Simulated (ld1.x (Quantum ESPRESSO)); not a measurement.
# gadolinium: what ld1.x (Quantum ESPRESSO) 7.5 does with a changed input

Command:

```bash
ld1.x < Gd.in > Gd.out
```

Input:

```
&input
   title='Gd', zed=64., rel=2, dft='PBESOL', iswitch=3,
   config='[Xe] 4f7 5d1 6s1.5 6p0', rel_dist='average',
   nld=7, rlderiv=2.70, eminld=-6.0, emaxld=5.0, deld=0.02
 /
 &inputp
   pseudotype=3, tm=.true., lloc=0,
   nlcc=.true.,
   file_pseudopw='Gd.UPF', file_wfcaegen='ae.wfc', file_wfcncgen='nc.wfc', file_beta='beta', file_chi='chi'
 /
4
5P  2  1   6.00   0.00  1.85  1.85  0.0
5D  3  2   1.00   0.00  2.50  2.50  0.0
4F  4  3   7.00   0.00  0.75  0.75  0.0
5S  1  0   2.00   0.00  1.80  1.80  0.0
 &test
   configts(1)='4f7 5s2 5p6 5d1 6s1.5 6p0'
 /
```

Output (end):

```
       Zero norm: self consistency problem; state:  6 (l=  2, j=1.5)
       Zero norm: self consistency problem; state:  7 (l=  2, j=2.5)
       Zero norm: self consistency problem; state:  8 (l=  0, j=0.5)
       Zero norm: self consistency problem; state:  1 (l=  3, j=2.5)
       Zero norm: self consistency problem; state:  2 (l=  3, j=3.5)
       Zero norm: self consistency problem; state:  4 (l=  1, j=0.5)
       Zero norm: self consistency problem; state:  5 (l=  1, j=1.5)
       Zero norm: self consistency problem; state:  6 (l=  2, j=1.5)
       Zero norm: self consistency problem; state:  7 (l=  2, j=2.5)
       Zero norm: self consistency problem; state:  8 (l=  0, j=0.5)
       Zero norm: self consistency problem; state:  1 (l=  3, j=2.5)
       Zero norm: self consistency problem; state:  2 (l=  3, j=3.5)
       Zero norm: self consistency problem; state:  4 (l=  1, j=0.5)
       Zero norm: self consistency problem; state:  5 (l=  1, j=1.5)
       Zero norm: self consistency problem; state:  6 (l=  2, j=1.5)
       Zero norm: self consistency problem; state:  7 (l=  2, j=2.5)
       Zero norm: self consistency problem; state:  8 (l=  0, j=0.5)
       Zero norm: self consistency problem; state:  1 (l=  3, j=2.5)
       Zero norm: self consistency problem; state:  2 (l=  3, j=3.5)
       Zero norm: self consistency problem; state:  4 (l=  1, j=0.5)
       Zero norm: self consistency problem; state:  5 (l=  1, j=1.5)
       Zero norm: self consistency problem; state:  6 (l=  2, j=1.5)
       Zero norm: self consistency problem; state:  7 (l=  2, j=2.5)
       Zero norm: self consistency problem; state:  8 (l=  0, j=0.5)
       Zero norm: self consistency problem; state:  1 (l=  3, j=2.5)
       Zero norm: self consistency problem; state:  2 (l=  3, j=3.5)
       Zero norm: self consistency problem; state:  4 (l=  1, j=0.5)
       Zero norm: self consistency problem; state:  5 (l=  1, j=1.5)
       Zero norm: self consistency problem; state:  6 (l=  2, j=1.5)
       Zero norm: self consistency problem; state:  7 (l=  2, j=2.5)
       Zero norm: self consistency problem; state:  8 (l=  0, j=0.5)
       Zero norm: self consistency problem; state:  1 (l=  3, j=2.5)
       Zero norm: self consistency problem; state:  2 (l=  3, j=3.5)
       Zero norm: self consistency problem; state:  4 (l=  1, j=0.5)
       Zero norm: self consistency problem; state:  5 (l=  1, j=1.5)
       Zero norm: self consistency problem; state:  6 (l=  2, j=1.5)
       Zero norm: self consistency problem; state:  7 (l=  2, j=2.5)
       Zero norm: self consistency problem; state:  8 (l=  0, j=0.5)

 %%%%%%%%%%%%%%%%%%%%%%%%%%%%%%%%%%%%%%%%%%%%%%%%%%%%%%%%%%%%%%%%%%%%%%%%%%%%%%
     Error in routine run_pseudo (1):
     Errors in PS-KS equation
 %%%%%%%%%%%%%%%%%%%%%%%%%%%%%%%%%%%%%%%%%%%%%%%%%%%%%%%%%%%%%%%%%%%%%%%%%%%%%%

     stopping ...
```

Question: This input was made by a single change from one that runs to its end. What was changed?

Answer: The change: pseudotype changed from 2 to 3. The program stops in the test that follows the generation: "run_pseudo: Errors in PS-KS equation".
